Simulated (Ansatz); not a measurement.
Diatomic CaNi, closed-shell singlet (lowest of 2S+1 = 1, 3 at CCSD(T)/def2-TZVPP on PBE0 minima; our sources give no spin for the ground state, which may be another). No spin–orbit coupling. Ni is treated without relativity. Ca is treated without relativity. The T1 diagnostic near the minimum is 0.062, so single-reference values are doubtful.

The constants come from a fifth-degree fit in 1/R (seven points, main isotopes). Runs in def2 and cc sets follow the lowest solution found near the PBE0 minimum. The singlet is held restricted. HF and MP2 rows in def2 and cc sets belong to the determinant that coupled cluster picked by its CCSD energy.

Correlated levels freeze the inner cores; with def2 sets outer-core shells near the valence are correlated too.

Programs: Ansatz (a first-principles code). Values without a source in brackets are computed.

Q: What bond length and harmonic frequency does B2PLYP/def2-TZVPP give?

A: r_e = 2.190 Å, ω_e = 294 cm⁻¹.

Q: What bond length and harmonic frequency does MP2/def2-TZVPP give?

A: r_e = 2.234 Å, ω_e = 264 cm⁻¹.

Q: What bond length and harmonic frequency does CCSD(T)/def2-TZVPP give?

A: r_e = 2.269 Å, ω_e = 259 cm⁻¹.

Doubts at one or more of the structures used: a restricted determinant that unrestricted orbitals would lower (MP2/def2-TZVPP, CCSD(T)/def2-TZVPP); T1 above 0.05 (CCSD(T)/def2-TZVPP).
